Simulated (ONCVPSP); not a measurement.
# Mo, ONCV: configuration errors across variants

* Element: Mo
* Generator: ONCVPSP 4.0.1
* Type: optimised norm-conserving Vanderbilt (ONCV)
* Functional: PBE
* Relativity: scalar-relativistic
* Frozen core: [Ar] 3d10
* Valence charge: 14
* Reference configuration: 4s2 4p6 4d5 5s1
* Partial waves: 4s+5s: rc 1.55 bohr, ncon 4, nbas 7, qcut 7.5 1/bohr, 2 projectors; 4p: rc 1.80 bohr, ncon 4, nbas 8, qcut 6.1 1/bohr, 2 projectors, debl 2.8 Ha; 4d: rc 1.95 bohr, ncon 4, nbas 8, qcut 6.8 1/bohr, 3 projectors, debl 0.7 Ha
* Local potential: polynomial inside 0.95 bohr (lpopt 5, dvloc0 -1 Ha)
* Core correction: Teter function, fcfact 3.25, rcfact 1

All-electron excitation energies from the reference (eV): (1) 4s2 4p6 4d5 5s0 6.890; (2) 4s2 4p6 4d4 5s0 22.352; (3) 4s2 4p6 4d3 5s0 49.096; (4) 4s2 4p5 4d5 5s1 43.967.

1 further variants failed, have other tests or too few solved ones, and are left out.

A true bound ghost makes a file unfit for plane-wave use even where its test errors are small: the radial tests pick states by their node count and pass the ghost by.

Errors AE − PS in meV (a dash: test not solved or not reliable):

| change | (1) | (2) | (3) | (4) | bound ghosts | GHOST(+) flags above zero |
| --- | --- | --- | --- | --- | --- | --- |
| base | -1.5 | -0.5 | +6.4 | -71 | d | s |
| all radii but the core radius scaled by about 0.87 (s 1.34, p 1.56, d 1.70 bohr); local potential polynomial inside 0.82 bohr (lpopt 5, dvloc0 -1 Ha) | -1.6 | -0.9 | +1.1 | -52 | s | p |
| all radii but the core radius scaled by about 0.94 (s 1.46, p 1.70, d 1.84 bohr); local potential polynomial inside 0.90 bohr (lpopt 5, dvloc0 -1 Ha) | -1.6 | -0.9 | +3.2 | -63 | none | s, d |
| all radii but the core radius scaled by about 1.07 (s 1.66, p 1.92, d 2.08 bohr); local potential polynomial inside 1.02 bohr (lpopt 5, dvloc0 -1 Ha) | -1.6 | -1.1 | +8.4 | -79 | none | s |
| all radii but the core radius scaled by about 1.16 (s 1.80, p 2.08, d 2.26 bohr); local potential polynomial inside 1.10 bohr (lpopt 5, dvloc0 -1 Ha) | -1.5 | -0.9 | +17 | -90 | none | s |
| all radii but the core radius scaled by about 1.33 (s 2.06, p 2.40, d 2.60 bohr); local potential polynomial inside 1.26 bohr (lpopt 5, dvloc0 -1 Ha) | -1.4 | -0.4 | +42 | -101 | none | s |

Problem. Give the same row for: all radii but the core radius scaled by about 1.25 (s 1.94, p 2.24, d 2.44 bohr); local potential polynomial inside 1.18 bohr (lpopt 5, dvloc0 -1 Ha).

Solution. -1.4, -0.6, +28, -97; bound ghosts: none; GHOST(+) flags above zero: s.
